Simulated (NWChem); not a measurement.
System: BHSF$_{2}$; SMILES SB(F)F

Input file for NWChem:

```
start job
memory heap 200 mb stack 900 mb global 1100 mb
geometry units angstroms
  B      0.091637    -0.249068     0.296186
  F      1.221082    -0.912538     0.391513
  F     -0.775948    -0.448027     1.270085
  S     -0.248806     0.852009    -1.063957
  H     -1.457987     1.211951    -0.648860
end
basis spherical
  * library 6-31g*
end
dft
  xc xpbe96 cpbe96
  iterations 150
end
driver
  maxiter 150
end
task dft optimize
```

Excerpt of the output:

```
             Northwest Computational Chemistry Package (NWChem) 7.3.0
             --------------------------------------------------------

 CS  symmetry detected

                             Geometry "geometry" -> ""
                             -------------------------

 Output coordinates in angstroms (scale by  1.889725989 to convert to a.u.)

  No.       Tag          Charge          X              Y              Z
 ---- ---------------- ---------- -------------- -------------- --------------
    1 B                    5.0000     0.02093432    -0.44727490     0.00000000
    2 F                    9.0000     1.11191102    -1.17850368     0.00000000
    3 F                    9.0000    -1.11779369    -1.11365782     0.00000000
    4 S                   16.0000     0.07439405     1.33469116     0.00000000
    5 H                    1.0000    -1.24203247     1.51076949     0.00000000

 Effective nuclear repulsion energy (a.u.)     145.8063847625

      Symmetry information
      --------------------

 Group name             Cs
 Group number              2
 Group order               2
 No. of unique centers     5

                                Z-matrix (autoz)
                                --------

 Units are Angstrom for bonds and degrees for angles

      Type          Name      I     J     K     L     M      Value
      ----------- --------  ----- ----- ----- ----- ----- ----------
    1 Stretch                  1     2                       1.31336
    2 Stretch                  1     3                       1.31938
    3 Stretch                  1     4                       1.78277
    4 Stretch                  4     5                       1.32815
    5 Bend                     1     4     5                95.89998
    6 Bend                     2     1     3               115.83183
    7 Bend                     2     1     4               122.11365
    8 Bend                     3     1     4               122.05453
    9 Torsion                  2     1     4     5         180.00000
   10 Torsion                  3     1     4     5           0.00000

  pbe96 is a nonlocal functional; adding pw91lda local functional.

                           NWChem Geometry Optimization
                           ----------------------------

 maximum gradient threshold         (gmax) =   0.000450
 rms gradient threshold             (grms) =   0.000300
 maximum cartesian step threshold   (xmax) =   0.001800
 rms cartesian step threshold       (xrms) =   0.001200
 fixed trust radius                (trust) =   0.300000
 source of zmatrix                         =   autoz

          -------------------
          Energy Minimization
          -------------------

 Using diagonal initial Hessian
 Scaling for Hessian diagonals: bonds = 1.00  angles = 0.25  torsions = 0.10

          --------
          Step   0

                                 NWChem DFT Module
                                 -----------------

 Summary of "ao basis" -> "ao basis" (spherical)
 ------------------------------------------------------------------------------
       Tag                 Description            Shells   Functions and Types
 ---------------- ------------------------------  ------  ---------------------
 B                           6-31g*                  6       14   3s2p1d
 F                           6-31g*                  6       14   3s2p1d
 S                           6-31g*                  8       18   4s3p1d
 H                           6-31g*                  2        2   2s

      Symmetry analysis of basis
      --------------------------

        a'         45
        a"         17

            General Information
            -------------------
          SCF calculation type: DFT
          Wavefunction type:  closed shell.
          No. of atoms     :     5
          No. of electrons :    40
           Alpha electrons :    20
            Beta electrons :    20
          Charge           :     0
          Spin multiplicity:     1
          Use of symmetry is: on ; symmetry adaption is: on
          Maximum number of iterations: 150
          AO basis - number of functions:    62
                     number of shells:    28
          Convergence on energy requested:  1.00D-06
          Convergence on density requested:  1.00D-05
          Convergence on gradient requested:  5.00D-04

              XC Information
              --------------
          PerdewBurkeErnzerhof Exchange Functional  1.000
            Perdew 1991 LDA Correlation Functional  1.000 local
           PerdewBurkeErnz. Correlation Functional  1.000 non-local

             Grid Information
             ----------------
          Grid used for XC integration:  medium
          Radial quadrature: Mura-Knowles
          Angular quadrature: Lebedev.
          Tag              B.-S. Rad. Rad. Pts. Rad. Cut. Ang. Pts.
          ---              ---------- --------- --------- ---------
          B                   0.85       49           7.0       434
          F                   0.50       49           9.0       434
          S                   1.00       88           7.0       590
          H                   0.35       45           8.0       434
          Grid pruning is: on
          Number of quadrature shells:   280
          Spatial weights used:  Erf1

[...]

      ----------------------
      Optimization converged
      ----------------------

  Step       Energy      Delta E   Gmax     Grms     Xrms     Xmax
  ---- ---------------- -------- -------- -------- -------- --------
@    4    -623.04168460 -4.1D-07  0.00006  0.00003  0.00034  0.00090
                                     ok       ok       ok       ok

                                Z-matrix (autoz)
                                --------

 Units are Angstrom for bonds and degrees for angles

      Type          Name      I     J     K     L     M      Value     Gradient
      ----------- --------  ----- ----- ----- ----- ----- ---------- ----------
    1 Stretch                  1     2                       1.33178   -0.00001
    2 Stretch                  1     3                       1.33393   -0.00006
    3 Stretch                  1     4                       1.81823   -0.00004
    4 Stretch                  4     5                       1.35842    0.00002
    5 Bend                     1     4     5                95.24558    0.00001
    6 Bend                     2     1     3               118.94823   -0.00002
    7 Bend                     2     1     4               118.80131    0.00000
    8 Bend                     3     1     4               122.25047    0.00002
    9 Torsion                  2     1     4     5         180.00000    0.00000
   10 Torsion                  3     1     4     5           0.00000    0.00000

                         Geometry "geometry" -> "geometry"
                         ---------------------------------

 Output coordinates in angstroms (scale by  1.889725989 to convert to a.u.)

  No.       Tag          Charge          X              Y              Z
 ---- ---------------- ---------- -------------- -------------- --------------
    1 B                    5.0000     0.00990787    -0.47177516     0.00000000
    2 F                    9.0000     1.14631447    -1.16620266     0.00000000
    3 F                    9.0000    -1.14966046    -1.13113870     0.00000000
    4 S                   16.0000     0.09323371     1.34454257     0.00000000
    5 H                    1.0000    -1.25238234     1.53059819     0.00000000

 Effective nuclear repulsion energy (a.u.)     143.6364196428

      Symmetry information
      --------------------

 Group name             Cs
 Group number              2
 Group order               2
 No. of unique centers     5

                Final and change from initial internal coordinates
                --------------------------------------------------

                                Z-matrix (autoz)
                                --------

 Units are Angstrom for bonds and degrees for angles

      Type          Name      I     J     K     L     M      Value       Change
      ----------- --------  ----- ----- ----- ----- ----- ---------- ----------
    1 Stretch                  1     2                       1.33178    0.01842
    2 Stretch                  1     3                       1.33393    0.01454
    3 Stretch                  1     4                       1.81823    0.03546
    4 Stretch                  4     5                       1.35842    0.03027
    5 Bend                     1     4     5                95.24558   -0.65440
    6 Bend                     2     1     3               118.94823    3.11640
    7 Bend                     2     1     4               118.80131   -3.31234
    8 Bend                     3     1     4               122.25047    0.19594
    9 Torsion                  2     1     4     5         180.00000    0.00000
   10 Torsion                  3     1     4     5           0.00000    0.00000

 ==============================================================================
                                internuclear distances
 ------------------------------------------------------------------------------
       center one      |      center two      | atomic units |  angstroms
 ------------------------------------------------------------------------------
    2 F                |   1 B                |     2.51671  |     1.33178
    3 F                |   1 B                |     2.52075  |     1.33393
    4 S                |   1 B                |     3.43595  |     1.81823
    5 H                |   4 S                |     2.56704  |     1.35842
 ------------------------------------------------------------------------------
                         number of included internuclear distances:          4
 ==============================================================================
```

Level: PBE/6-31G* (spherical d).
